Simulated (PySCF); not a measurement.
# Fractional electron number in O⁺ (oxygen, charge +1)

The 2p alpha orbital of [He] 2s2 2p3 is emptied in steps (occupation f), with all orbitals relaxed, ending at [He] 2s2 2p2. Computed with PySCF 2.14 in x2c-TZVPall (5s3p2d1f, 31 functions), with scalar relativity by spin-free X2C-1e. The exact energy is a straight line in f; departures are measured from the line between the end points of the same method.

```tsv
f	UHF (eV)	LDA (eV)	PBE (eV)	PBE0 (eV)	r2SCAN (eV)	LC-wPBE (eV)	BHandHLYP (eV)	wB97X (eV)	B3LYP (eV)	BLYP (eV)
1	0.000	0.000	0.000	0.000	0.000	0.000	0.000	0.000	0.000	0.000
0.75	0.296	-1.730	-1.679	-1.191	-1.526	-0.688	-0.702	-0.704	-1.291	-1.678
0.5	0.383	-2.322	-2.245	-1.587	-2.015	-0.916	-0.936	-0.931	-1.723	-2.243
0.25	0.280	-1.750	-1.682	-1.187	-1.495	-0.681	-0.700	-0.683	-1.289	-1.680
0	0.000	0.000	0.000	0.000	0.000	0.000	0.000	0.000	0.000	0.000
```

| method | E(f=0) − E(f=1) (eV) | −ε at f=1 (eV) | −ε at f=0.5 (eV) |
| --- | --- | --- | --- |
| UHF | 34.573 | 36.203 | 34.528 |
| LDA | 35.573 | 26.427 | 35.516 |
| PBE | 35.271 | 26.360 | 35.261 |
| PBE0 | 35.306 | 28.971 | 35.316 |
| r2SCAN | 35.477 | 27.288 | 35.568 |
| LC-wPBE | 35.465 | 31.815 | 35.479 |
| BHandHLYP | 35.124 | 31.386 | 35.129 |
| wB97X | 35.136 | 31.384 | 35.187 |
| B3LYP | 35.288 | 28.423 | 35.292 |
| BLYP | 35.071 | 26.163 | 35.065 |

Orbital energy along the path (eV):

```json
{"f": "1", "UHF": "-36.203", "LDA": "-26.427", "PBE": "-26.360", "PBE0": "-28.971", "r2SCAN": "-27.288", "LC-wPBE": "-31.815", "BHandHLYP": "-31.386", "wB97X": "-31.384", "B3LYP": "-28.423", "BLYP": "-26.163"}
{"f": "0.75", "UHF": "-35.326", "LDA": "-30.907", "PBE": "-30.766", "PBE0": "-32.125", "r2SCAN": "-31.456", "LC-wPBE": "-33.622", "BHandHLYP": "-33.247", "wB97X": "-33.268", "B3LYP": "-31.835", "BLYP": "-30.572"}
{"f": "0.5", "UHF": "-34.528", "LDA": "-35.516", "PBE": "-35.261", "PBE0": "-35.316", "r2SCAN": "-35.568", "LC-wPBE": "-35.479", "BHandHLYP": "-35.129", "wB97X": "-35.187", "B3LYP": "-35.292", "BLYP": "-35.065"}
{"f": "0.25", "UHF": "-33.797", "LDA": "-40.214", "PBE": "-39.777", "PBE0": "-38.496", "r2SCAN": "-39.512", "LC-wPBE": "-37.320", "BHandHLYP": "-37.003", "wB97X": "-37.045", "B3LYP": "-38.747", "BLYP": "-39.572"}
{"f": "0", "UHF": "-33.122", "LDA": "-44.930", "PBE": "-44.188", "PBE0": "-41.583", "r2SCAN": "-43.402", "LC-wPBE": "-39.020", "BHandHLYP": "-38.840", "wB97X": "-38.624", "B3LYP": "-42.126", "BLYP": "-43.981"}
```

Reference removal energy between the ground levels: 35.121 eV (measured; NIST Atomic Spectra Database, ionization energies). The calculation has no spin-orbit coupling. UHF lacks correlation.
